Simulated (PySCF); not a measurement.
**Computed structure and properties of Pb3**

System: Pb3 (singlet); start: template (D∞h). Method: PySCF 2.14.0, RKS r2SCAN, Pb def2-SVP with ECP60; non-relativistic Hamiltonian with scalar-relativistic core potentials where named; density fitting; no spin-orbit coupling.

Input of the relaxation:

```python
mol = gto.M(atom='''
Pb     0.00000     0.00000     3.05000
Pb     0.00000     0.00000     0.00000
Pb     0.00000     0.00000    -3.05000''',
    basis={'Pb': 'def2-SVP'},
    ecp={'Pb': 'def2-SVP'},
    charge=0, spin=0)
mf = dft.RKS(mol, xc='R2SCAN')
mf.grids.atom_grid = (50, 194)
mf = mf.density_fit()  # fitting sets: Pb def2-universal-JKFIT
mf.conv_tol = 1e-08; mf.max_cycle = 55
mf.kernel(dm0)  # dm0: converged density of the start geometry
# quasi-Newton relaxation in Cartesian coordinates to a largest gradient under 0.00045 Eh/bohr, steps kept in the point group
```

Run from Python with OMP_NUM_THREADS=2; the lines above give its settings. Where DIIS fails, smearing, a level shift and second-order steps follow.
It took 19 s on 2 threads of Arm Neoverse V1, on a shared host, from the converged density of the start.

Course of the relaxation:

```csv
step,energy above end (eV),largest force component within the symmetry (eV/Å)
0,0.5038,1.475
1,0.1864,1.033
2,0.0166,0.409
3,0.0019,0.129
4,0.0000,0.012
5,0.0000,0.000
```

Relaxed geometry (D∞h):

```xyz
3

Pb    0.0000    0.0000    2.7634
Pb    0.0000    0.0000    0.0000
Pb    0.0000    0.0000   -2.7634
```

| contact | Å |
| --- | --- |
| Pb2–Pb1 | 2.763 |
| Pb3–Pb2 | 2.763 |
| Pb3–Pb1 | 5.527 |

On the finer grid (75, 302):

* HOMO: -4.52 eV
* LUMO: -3.50 eV
* Dipole about the centre of mass: 0.00 D
* Set of Mulliken populations of Pb1 outside the core potential: s 3.95, p 7.91, d 10.03
* D3(BJ) dispersion energy (not in the energies): -0.028 eV

```tsv
atom	Mulliken (e)	Löwdin (e)	spin (e)
Pb1	0.11	0.10	0.00
Pb2	-0.22	-0.20	0.00
Pb3	0.11	0.10	0.00
```

No frequency check is given for this geometry.

One start shape was tried, so this needn't be the lowest isomer.
